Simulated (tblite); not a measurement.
Species: C4H8F3OP.
Structure used (GFN2-xTB), in Å, numbered top down from 1:
```
atom  x, y, z in Å
C1     2.7211   -0.2540    0.1283
C2     1.4646    0.4370   -0.3823
P3     0.0243   -0.4072    0.3683
O4    -0.0635   -1.8403    0.1153
C5    -1.4449    0.5480   -0.2359
C6    -2.6447   -0.0972    0.4075
F7    -2.9941   -1.2414   -0.1714
F8    -2.4117   -0.3621    1.7040
F9    -3.7345    0.6927    0.3791
H10    2.7872   -0.1668    1.2119
H11    3.6149    0.1827   -0.3115
H12    2.6856   -1.3119   -0.1237
H13    1.4623    1.4969   -0.1282
H14    1.3836    0.3328   -1.4677
H15    0.0764   -0.0530    1.7135
H16   -1.5317    0.4582   -1.3207
H17   -1.4020    1.5978    0.0517
```

All values are computed: GFN2-xTB (tblite) harmonic vibrations without scaling, gas phase. This tight-binding method is rough: wavenumbers can miss measured ones by several per cent, in bad cases by 10 to 20. Modes of hydrogen on phosphorus can be 10 to 20 % off. One conformer, not necessarily the lowest.

Harmonic wavenumbers (cm⁻¹): 48.5, 55.6, 83.8, 100.0, 168.1, 190.8, 241.1, 275.4, 321.6, 344.9, 393.2, 473.6, 487.8, 575.7, 707.6, 731.9, 747.7, 780.9, 834.9, 895.3, 932.6, 981.2, 1002.6, 1010.2, 1030.8, 1070.8, 1156.8, 1183.0, 1211.0, 1219.9, 1250.5, 1304.1, 1389.1, 1405.1, 1428.3, 1485.1, 1490.6, 2309.1, 2948.8, 2976.4, 2982.0, 3003.5, 3019.8, 3034.6, 3039.0.

A = 3278, B = 721.1, C = 679.9 MHz; mass 160.026 u (most abundant isotopes); point group C1, symmetry number 1.

Q: Zero-point energy?

A: Half the sum of the wavenumbers: 26162 cm⁻¹ = 74.80 kcal/mol.

Q: Entropy at 200 K, 1 bar (ideal gas, RRHO, classical rotation)?

A: Translation 39.16, rotation 28.49, vibration 21.85: S = 89.5 cal/(mol K).

Q: And Cp and H(200 K) − H(0)?

A: Cp = 29.97 cal/(mol K), of which vibrations give 22.02 (their classical limit is 45 R = 89.4); H(200 K) − H(0) = 3.92 kcal/mol without the zero-point energy, 2.33 from vibrations.

Q: How do the functions run with temperature in this model?

A: 
| T (K) | S (cal/(mol K)) | Cp (cal/(mol K)) | H − H(0) (kcal/mol) | G − H(0) (kcal/mol) | ln q(vib) |
| --- | --- | --- | --- | --- | --- |
| 100 | 72.4 | 20.2 | 1.40 | -5.85 | 2.15 |
| 300 | 103.5 | 39.6 | 7.39 | -23.65 | 8.00 |
| 500 | 127.8 | 55.9 | 17.04 | -46.84 | 13.43 |
| 800 | 157.6 | 70.7 | 36.25 | -89.82 | 20.91 |
| 1000 | 174.1 | 76.8 | 51.04 | -123.02 | 25.42 |

q(vib) and H(0) count from the zero-point level.

Q: Which modes carry the vibrational entropy at 200 K?

A: 48.5 cm⁻¹: 4.09; 55.6 cm⁻¹: 3.82; 83.8 cm⁻¹: 3.02; 100.0 cm⁻¹: 2.68; 168.1 cm⁻¹: 1.73; 190.8 cm⁻¹: 1.51 cal/(mol K); the other 39 give 5.00 together.

Q: Blend soft modes into free rotors: weight 1/[1 + (100 cm⁻¹/ν̃)⁴] for the oscillator and the rest for a rotor with moment μB/(μ + B), μ = h/(8π²ν), B = 10⁻⁴⁴ kg m². What vibrational entropy results?

A: 19.98 cal/(mol K) in place of 21.85, which changes −T·S at 200 K by +0.37 kcal/mol.

Q: What must be added to the electronic energy to get the Gibbs energy at 200 K and 1 bar?

A: ZPE + [H(200 K) − H(0)] − T·S = 74.80 + 3.92 − 17.90 = 60.82 kcal/mol.

Hindered rotation and anharmonicity are outside this model. Other conformers, if any are populated, would add a mixing term that is left out. The structure is chiral; the term R ln 2 for an equal mix with its mirror image is left out.
